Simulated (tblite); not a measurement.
Species: C5H9NSi.
Numbering: `[CH2:1]=[C:2]1[CH2:3][N:4]([SiH3:5])[C:6]1=[CH2:7]` (hydrogens: H8, H9 on C1; H10, H11 on C3; H12, H13, H14 on Si5; H15, H16 on C7)

Computed with GFN2-xTB (tblite), gas phase: L-BFGS steps from a force-field or distance-geometry start until the largest atomic force falls under 0.01 eV/Å.

Step 42: E = -541.7201 eV
```
atom  x, y, z in Å  |  force x, y, z in eV/Å
C1     -2.3358   -1.2507   -0.2121    0.009   0.006   0.008
C2     -1.1598   -0.6543   -0.2680   -0.002   0.004   0.006
C3      0.0620   -0.7959   -1.1418    0.016  -0.004   0.024
N4      0.7021    0.2257   -0.3089   -0.021  -0.007   0.040
Si5     2.3333    0.7293   -0.1204   -0.012   0.021   0.001
C6     -0.4326    0.3679    0.4930   -0.031  -0.002  -0.001
C7     -0.6891    1.1483    1.5378    0.006   0.001  -0.018
H8     -2.6008   -2.0279   -0.9084   -0.030   0.005  -0.023
H9     -3.0683   -0.9880    0.5308    0.007   0.010   0.013
H10     0.5510   -1.7719   -1.1148    0.012  -0.020   0.008
H11    -0.0681   -0.4862   -2.1815    0.001   0.009  -0.015
H12     2.3895    2.1917   -0.1880    0.002   0.003  -0.005
H13     2.8725    0.2698    1.1650    0.025   0.002   0.003
H14     3.0330    0.0991   -1.2383    0.000   0.007  -0.008
H15    -1.6466    1.1205    2.0262    0.036  -0.007  -0.030
H16     0.0499    1.8316    1.9181   -0.017  -0.027  -0.004
```

Step 43: E = -541.7204 eV
```
atom  x, y, z in Å  |  force x, y, z in eV/Å
C1     -2.3382   -1.2480   -0.2138    0.021   0.002   0.012
C2     -1.1595   -0.6558   -0.2672    0.002   0.001   0.003
C3      0.0637   -0.7980   -1.1401    0.002  -0.013   0.016
N4      0.7039    0.2236   -0.3074   -0.027  -0.015   0.040
Si5     2.3347    0.7305   -0.1214   -0.028   0.020   0.000
C6     -0.4310    0.3655    0.4945   -0.041  -0.002  -0.006
C7     -0.6885    1.1465    1.5387    0.007   0.000  -0.021
H8     -2.6056   -2.0248   -0.9108   -0.021   0.026  -0.009
H9     -3.0702   -0.9840    0.5301    0.020   0.007  -0.005
H10     0.5521   -1.7745   -1.1135    0.012  -0.019   0.019
H11    -0.0655   -0.4905   -2.1808   -0.001   0.019  -0.010
H12     2.3851    2.1935   -0.1879    0.006  -0.002  -0.006
H13     2.8745    0.2729    1.1647    0.028   0.001  -0.004
H14     3.0336    0.1022   -1.2415   -0.003   0.011   0.003
H15    -1.6462    1.1184    2.0267    0.038  -0.007  -0.031
H16     0.0496    1.8312    1.9182   -0.015  -0.028  -0.001
```

Step 44: E = -541.7208 eV
```
atom  x, y, z in Å  |  force x, y, z in eV/Å
C1     -2.3407   -1.2449   -0.2155    0.026  -0.006   0.012
C2     -1.1590   -0.6576   -0.2663    0.005  -0.006  -0.006
C3      0.0657   -0.8008   -1.1380   -0.012  -0.020   0.002
N4      0.7057    0.2206   -0.3047   -0.023  -0.026   0.027
Si5     2.3360    0.7321   -0.1225   -0.040   0.012   0.002
C6     -0.4297    0.3626    0.4963   -0.037  -0.003  -0.013
C7     -0.6879    1.1446    1.5392    0.003  -0.001  -0.020
H8     -2.6119   -2.0206   -0.9135   -0.010   0.046   0.007
H9     -3.0719   -0.9792    0.5295    0.032   0.004  -0.020
H10     0.5536   -1.7778   -1.1121    0.008  -0.012   0.029
H11    -0.0626   -0.4947   -2.1798    0.000   0.024   0.007
H12     2.3802    2.1955   -0.1880    0.010  -0.005  -0.008
H13     2.8776    0.2766    1.1644    0.028   0.003  -0.017
H14     3.0344    0.1061   -1.2453   -0.010   0.018   0.019
H15    -1.6455    1.1161    2.0265    0.022  -0.007  -0.023
H16     0.0486    1.8304    1.9184   -0.002  -0.021   0.003
```

Step 45: E = -541.7212 eV
```
atom  x, y, z in Å  |  force x, y, z in eV/Å
C1     -2.3433   -1.2414   -0.2174    0.023  -0.015   0.010
C2     -1.1585   -0.6599   -0.2654    0.006  -0.014  -0.018
C3      0.0678   -0.8044   -1.1355   -0.021  -0.024  -0.014
N4      0.7073    0.2166   -0.3012   -0.009  -0.036   0.004
Si5     2.3367    0.7342   -0.1237   -0.045   0.000   0.006
C6     -0.4289    0.3591    0.4980   -0.019  -0.004  -0.019
C7     -0.6872    1.1423    1.5396   -0.003  -0.002  -0.015
H8     -2.6194   -2.0148   -0.9168    0.003   0.056   0.018
H9     -3.0735   -0.9735    0.5282    0.037   0.005  -0.028
H10     0.5555   -1.7820   -1.1095    0.001  -0.002   0.035
H11    -0.0594   -0.4995   -2.1785    0.003   0.025   0.028
H12     2.3745    2.1979   -0.1882    0.012  -0.005  -0.010
H13     2.8818    0.2811    1.1634    0.024   0.005  -0.032
H14     3.0354    0.1111   -1.2492   -0.020   0.025   0.035
H15    -1.6442    1.1131    2.0260   -0.007  -0.004  -0.008
H16     0.0477    1.8290    1.9188    0.016  -0.011   0.008
```

Task: Estimate the geometry and energy of step 46. (The exact step hangs on the optimiser's Hessian estimate; all steps are aligned on step 45, rigid shifts and turns removed.)

Result: E = -541.7218 eV, largest force 0.064 eV/Å
```
atom  x, y, z in Å  |  force x, y, z in eV/Å
C1     -2.3463   -1.2370   -0.2199    0.013  -0.021   0.004
C2     -1.1578   -0.6630   -0.2646    0.004  -0.019  -0.028
C3      0.0703   -0.8099   -1.1322   -0.022  -0.023  -0.028
N4      0.7088    0.2112   -0.2971    0.011  -0.041  -0.024
Si5     2.3364    0.7374   -0.1252   -0.041  -0.012   0.012
C6     -0.4283    0.3548    0.4997    0.009  -0.004  -0.019
C7     -0.6858    1.1391    1.5399   -0.012  -0.002  -0.006
H8     -2.6291   -2.0063   -0.9211    0.015   0.052   0.019
H9     -3.0755   -0.9653    0.5252    0.034   0.009  -0.024
H10     0.5581   -1.7877   -1.1044   -0.008   0.006   0.037
H11    -0.0550   -0.5064   -2.1765    0.006   0.023   0.047
H12     2.3671    2.2012   -0.1888    0.011  -0.005  -0.012
H13     2.8874    0.2871    1.1615    0.018   0.008  -0.047
H14     3.0363    0.1187   -1.2535   -0.030   0.030   0.048
H15    -1.6418    1.1087    2.0260   -0.042   0.000   0.010
H16     0.0475    1.8263    1.9195    0.035  -0.002   0.009
```

The energy changes by -0.0006 eV. The first-order estimate −F·Δx gives -0.0008 eV and the mean of the old and new forces, exact on a quadratic surface, -0.0006 eV. The step makes an angle of 79° with the force vector and moves no atom by more than 0.014 Å.

What follows is the cost of the whole relaxation. On an Arm Neoverse N1 with one thread, shared host with 64 logical CPUs at a one-minute load of 59, this took 0.8 s.
